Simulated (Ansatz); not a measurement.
The cluster YO₂H, relaxed as a singlet with RKS PBE-D4/def2-TZVP in Ansatz, starting from the GFN2-xTB geometry. Force threshold 0.02 eV/Å.

In the def2 sets Y takes a core potential; there is no spin–orbit coupling. The restricted singlet is unstable towards broken spin symmetry in Hartree–Fock (as tested in another run); at PBE-D4/def2-TZVP this wasn't settled. No other spin state of charge 0 was run. Another isomer (singlet) lies 2.48 eV lower at PBE0-D4/def2-TZVP; other spin states weren't run for this one.

Start:

```xyz
4

Y    -0.5053    0.2276   -0.0208
O     0.7132    1.5400    0.6032
O     0.0783   -1.1991    0.9499
H    -0.2861   -0.5685   -1.5324
```

| step | energy (eV) | largest force component (eV/Å) | SCF passes |
| --- | --- | --- | --- |
| 1 | -5146.7231 | 2.910 | 80 |
| 2 | -5147.4907 | 0.910 | 48 |
| 3 | -5147.7351 | 0.558 | 52 |
| 4 | -5147.8699 | 0.808 | 61 |
| 5 | -5147.9463 | 0.672 | 54 |
| 6 | -5147.9523 | 0.624 | 44 |
| 7 | -5147.9771 | 0.420 | 43 |
| 8 | -5147.9987 | 0.101 | 38 |
| 9 | -5148.0028 | 0.099 | 45 |
| 10 (rejected) | -5147.9929 | 0.525 | 53 |
| 11 | -5148.0230 | 0.126 | 42 |
| 12 | -5148.0443 | 0.327 | 50 |
| 13 | -5148.0545 | 0.174 | 44 |
| 14 (rejected) | -5148.0138 | 0.724 | 41 |
| 15 | -5148.0607 | 0.061 | 35 |
| 16 | -5148.0608 | 0.035 | 34 |
| 17 | -5148.0613 | 0.004 | 34 |

Force components are those of the run's own axes.

End:

```xyz
4

Y     0.071    0.119    0.220
O     0.573    1.963    0.450
O    -0.193   -1.558    1.020
H    -0.451   -0.524   -1.690
```

By distances, no bond broke or formed. The bond that changes most is Y1–H4, from 1.72 to 2.08 Å (atoms count from 1).

No frequencies were taken in this run, so the end may be a saddle point.

It took 14 s on 4 threads of AMD EPYC 7B13 on a shared host.
